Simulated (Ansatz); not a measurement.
Born–Oppenheimer molecular dynamics of AlBrH6N2 (10 atoms, charge 0, multiplicity 1). It starts at the highest image of a converged band. Of that band: A structure lower than the first end lies on the path between it and the top, so the climb from that side starts below the end, which may itself be a saddle point or a shallow side well. A vibrational analysis at the climbing image gives one clearly imaginary mode, 259i cm⁻¹: a first-order saddle point.

Method: RKS PBE0-D4/def2-SVP (Ansatz).

```json
{
 "ensemble": "NVE (velocity Verlet)",
 "time step": "0.5 fs",
 "steps asked": "200",
 "starting velocities drawn for": "300 K",
 "seed": "4967"
}
```

First frame:

```xyz
10
Properties=species:S:1:pos:R:3
Al -0.003 -0.106 0.254
Br 2.086 -0.423 -1.690
N 0.124 1.647 0.464
N -1.508 -0.966 -0.096
H 1.794 -0.951 -0.265
H 1.153 -1.107 0.857
H 0.932 2.210 0.229
H -0.636 2.232 0.789
H -1.651 -1.956 0.067
H -2.292 -0.581 -0.610
```

(1) How far do the bonds stretch over the last three quarters of this one trajectory? (Pairs bonded in most of those frames.)

Results:

(1) 
```
  bond  mean (Å)  spread (Å)  shortest  longest
Al1–N3     1.783       0.015      1.75     1.80
Al1–N4     1.779       0.014      1.76     1.81
Al1–H6     1.594       0.022      1.56     1.64
Br2–H5     1.427       0.016      1.40     1.45
 N3–H7     1.014       0.003      1.01     1.02
 N3–H8     1.015       0.006      1.00     1.03
 N4–H9     1.016       0.023      0.98     1.05
N4–H10     1.015       0.015      0.99     1.04
```

Mean temperature of the second half: 227 K. The conserved energy stayed within 0.13 meV per atom of its start (net change 0.075 meV per atom), so the integration is sound. A run of 0.1 ps of so small a system gives no equilibrium averages. The orbitals stay closed-shell, which can raise the energy where a bond breaks towards radicals; this wasn't checked here.

The run took 8.3 min on 2 threads of Intel(R) Xeon(R) 6975P-C (Granite Rapids), with other jobs on the host, peak memory 0.27 GiB.
